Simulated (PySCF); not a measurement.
Core-level binding energies of (ClMg-mu-F)2

Compound: (ClMg-mu-F)2.
Structure used (PBE0-D3(BJ)/def2-SVP), in Å, numbered top down from 1:
```
atom  x, y, z in Å
Mg1    1.1519   -0.1487    0.8772
Cl2    2.8496   -0.2970    2.2669
F3     0.7686    0.1545   -0.9673
Mg4   -1.1369    0.1301   -0.8988
Cl5   -2.8822    0.3547   -2.2170
F6    -0.7510   -0.1937    0.9391
```

Theory: PySCF, delta-SCF UKS SCAN, pcX-2 on the ionised atom, pcseg-1 elsewhere, spin-free X2C. These are vertical core ionisation energies against the vacuum level, from separate self-consistent calculations with and without the core hole.

Problem. Give the core binding energies atom by atom.

Solution. 
```
atom(s)                     environment     level  binding energy (eV)  2p1/2 (eV)  count
Mg1/Mg4  magnesium bonded to Cl and 2 F     Mg 1s              1313.41           –      2
Cl2/Cl5           chlorine bonded to Mg  Cl 2p3/2               205.22      206.87      2
Cl2/Cl5           chlorine bonded to Mg     Cl 1s              2827.80           –      2
  F3/F6         fluorine bonded to 2 Mg      F 1s               693.00           –      2
```

Problem. Which photon wavelength matches the F 1s of F3/F6 threshold?

Solution. λ = hc/E = 12398.42 eV Å / 693.00 eV = 17.891 Å.

Problem. Which photon energy gives electrons from F 1s of F3/F6 a kinetic energy of 100 eV, and what is their de Broglie wavelength?

Solution. hν = 693.00 + 100 = 793.00 eV, recoil neglected; λ = 12.264 Å/√(E/eV) = 1.23 Å.

Atoms equivalent by their bonding share one computed value, that of the first of them. The 2p values aren't plain energy differences: one relaxed spin-free 2p hole is combined with a matrix within the shell (ground-state 2p orbital-energy differences and spin–orbit coupling). 2p3/2, the mean of its two sublevels, lies a third of the splitting below the shell's mean and 2p1/2 two thirds above it; the statistical areas are 2:1. 2p1/2 minus 2p3/2 (ligand field included): Cl 1.65 eV. Isolated species at its PBE0-D3(BJ)/def2-SVP geometry (one conformer only).
